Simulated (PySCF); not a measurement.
H₄AlO₄ (SMILES [OH][Al-]([OH])([OH])[OH]), charge -1, singlet, at a GFN2-xTB geometry (such geometries of metal compounds can be far from the true shape). Base run: PBE/6-31G run with PySCF.

The PySCF input:
```python
from pyscf import gto, scf, dft

mol = gto.M(
    atom='''
Al   -0.00000000   -0.00000000   -0.00000000
O     1.60013122   -0.41861514   -0.56945509
H     1.76427401   -0.41833359   -1.50225942
O     0.11470341    0.26263230    1.72563179
H     0.83851758    0.77410115    2.05963706
O    -0.51994549    1.40745130   -0.89926369
H    -1.43029173    1.66471842   -0.85289347
O    -1.19488915   -1.25146846   -0.25691301
H    -1.17249985   -2.02048599    0.29551583
''',
    basis='6-31g',
    charge=-1,
    verbose=4,
)

mf = dft.RKS(mol)
mf.xc = 'pbe'
mf.kernel()
```

Each row names what was changed in the base input (with any setting that the change needs).

```json
[
 {"change": "base", "E (Eh)": "-545.37826", "HOMO (eV)": "-0.43", "HOMO-LUMO gap (eV)": "5.45", "core-seconds (rough)": "6", "outcome": "converged"},
 {"change": "functional = tpss", "E (Eh)": "…", "HOMO (eV)": "…", "HOMO-LUMO gap (eV)": "…", "core-seconds (rough)": "9", "outcome": "converged"},
 {"change": "functional = wb97m_v", "E (Eh)": "-", "HOMO (eV)": "-", "HOMO-LUMO gap (eV)": "-", "core-seconds (rough)": "-", "outcome": "cut at the time limit"},
 {"change": "functional = m06l", "E (Eh)": "-545.81190", "HOMO (eV)": "-0.75", "HOMO-LUMO gap (eV)": "6.86", "core-seconds (rough)": "10", "outcome": "converged"},
 {"change": "functional = wb97x", "E (Eh)": "-545.76714", "HOMO (eV)": "-4.77", "HOMO-LUMO gap (eV)": "12.78", "core-seconds (rough)": "20", "outcome": "converged"},
 {"change": "functional = r2scan", "E (Eh)": "…", "HOMO (eV)": "…", "HOMO-LUMO gap (eV)": "…", "core-seconds (rough)": "9", "outcome": "converged"},
 {"change": "functional = b97m_v", "E (Eh)": "-", "HOMO (eV)": "-", "HOMO-LUMO gap (eV)": "-", "core-seconds (rough)": "-", "outcome": "cut at the time limit"},
 {"change": "functional = lc_wpbe", "E (Eh)": "-545.58511", "HOMO (eV)": "-5.13", "HOMO-LUMO gap (eV)": "13.33", "core-seconds (rough)": "20", "outcome": "converged"},
 {"change": "functional = hf", "E (Eh)": "-543.80331", "HOMO (eV)": "-7.02", "HOMO-LUMO gap (eV)": "15.99", "core-seconds (rough)": "1", "outcome": "converged"},
 {"change": "functional = m06", "E (Eh)": "-545.71590", "HOMO (eV)": "-2.29", "HOMO-LUMO gap (eV)": "8.29", "core-seconds (rough)": "8", "outcome": "converged"},
 {"change": "functional = tpssh", "E (Eh)": "…", "HOMO (eV)": "…", "HOMO-LUMO gap (eV)": "…", "core-seconds (rough)": "9", "outcome": "converged"},
 {"change": "functional = bhandhlyp", "E (Eh)": "-545.70367", "HOMO (eV)": "-4.04", "HOMO-LUMO gap (eV)": "10.67", "core-seconds (rough)": "6", "outcome": "converged"},
 {"change": "functional = camb3lyp", "E (Eh)": "-545.75619", "HOMO (eV)": "-3.73", "HOMO-LUMO gap (eV)": "10.50", "core-seconds (rough)": "20", "outcome": "converged"}
]
```

Question: What belongs in the gaps?

Answer: 
- functional = tpss, E (Eh): -545.88254
- functional = tpss, HOMO (eV): -0.58
- functional = tpss, HOMO-LUMO gap (eV): 5.84
- functional = r2scan, E (Eh): -545.67398
- functional = r2scan, HOMO (eV): -0.89
- functional = r2scan, HOMO-LUMO gap (eV): 6.53
- functional = tpssh, E (Eh): -545.84510
- functional = tpssh, HOMO (eV): -1.30
- functional = tpssh, HOMO-LUMO gap (eV): 6.89

Total energies compare only within one method and basis.
